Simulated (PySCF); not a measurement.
Values are calculated unless marked as measured or tabulated.
Si2H4ClO

The system: Si2H4ClO, a small molecule (built as: Si site whose three back bonds go to SiH3, OH, Cl); neutral, doublet. The structure, one conformer, was relaxed in the gas phase by PBE0-D3(BJ)/def2-SVP. No frequency run checks that it is a minimum.

SMILES: O[Si]([SiH3])Cl

```xyz
8

Si    0.976    0.365   -0.404
Si   -1.100   -0.738   -0.314
O     1.696    0.164    1.083
Cl    0.595    2.398   -0.736
H    -0.877   -2.196   -0.079
H    -1.953   -0.170    0.775
H    -1.770   -0.542   -1.634
H     2.479    0.689    1.282
```
(Å; atoms numbered from 1)

EPR values by unrestricted B3LYP, IGLO-III on Cl O Si, pcH-1 on H.

Task: Predict g and the largest hyperfine couplings. Where does the spin sit?

Result: g = 2.0008, 2.0019, 2.0086. The spin sits on Si1 (74 %, bonded to 1 Cl + 1 O + 1 Si) by Mulliken populations.
```json
{"atom": "Si1", "isotope": "29Si", "isotropic (MHz)": "-655.5", "dipolar, principal values (MHz)": "-131.6, 64.5, 67.1"}
{"atom": "Si2", "isotope": "29Si", "isotropic (MHz)": "-145.3", "dipolar, principal values (MHz)": "-32.4, 14.9, 17.5"}
{"atom": "Cl4", "isotope": "35Cl", "isotropic (MHz)": "20.4", "dipolar, principal values (MHz)": "-18.5, -17.9, 36.4"}
{"atom": "H6", "isotope": "1H", "isotropic (MHz)": "51.4", "dipolar, principal values (MHz)": "-2.9, -0.1, 3.0"}
{"atom": "O3", "isotope": "17O", "isotropic (MHz)": "-8.7", "dipolar, principal values (MHz)": "-32.0, 15.5, 16.5"}
{"atom": "H8", "isotope": "1H", "isotropic (MHz)": "-3.7", "dipolar, principal values (MHz)": "-9.2, -4.0, 13.2"}
```

Task: How do the isotropic couplings move with BHandHLYP?

Result: Si1 -655.5 to -692.8 MHz, Si2 -145.3 to -143.7 MHz, Cl4 20.4 to 23.6 MHz, H6 51.4 to 51.1 MHz.
